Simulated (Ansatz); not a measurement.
Stepwise reaction of `BC=O` with hydrogen fluoride, as a gas-phase model of exchange steps in deposition or etching. ΔE in kJ/mol; ΔG adds harmonic PBE0-D4 terms to CCSD(T)/CBS, at 1 bar.

Gas-phase electronic energies from Ansatz, PBE0-D4/def2-TZVP geometries. CBS: MP2 limit from def2 TZ/QZ plus the TZ coupled-cluster correction, frozen cores. This one scheme is used for every species. Functionals use def2-TZVPP. B3LYP here is the variant with VWN-RPA as its local correlation; programs differ in this. Each species was taken in one conformer, which may not be the lowest.

| step | reaction | PBE-D4 | B3LYP-D4 | ωB97M-V | CCSD(T)/CBS | ΔG(600 K) |
| --- | --- | --- | --- | --- | --- | --- |
| 1 | `BC=O` + H–F → `O=CBF` + H₂ | -110.2 | -123.8 | -124.4 | -118.3 | -117.8 |
| 2 | `O=CBF` + H–F → `O=CB(F)F` + H₂ | -136.6 | -138.1 | -138.2 | -129.8 | -124.4 |

Problem. By hand: ΔE of the 2 steps together at CCSD(T)/CBS.

Solution. (-118.3) + (-129.8) = -248.1 kJ/mol, or -124.1 kJ/mol a step.

In ΔE each step is lower than the one before. All are downhill at CCSD(T)/CBS. ΔG lies between -124.4 and -117.8 kJ/mol a step. PBE-D4 differs from CCSD(T)/CBS by -6.8 to 8.1 kJ/mol a step. Isolated molecules leave out the surface, adducts and barriers. Largest T1 diagnostic: 0.021.
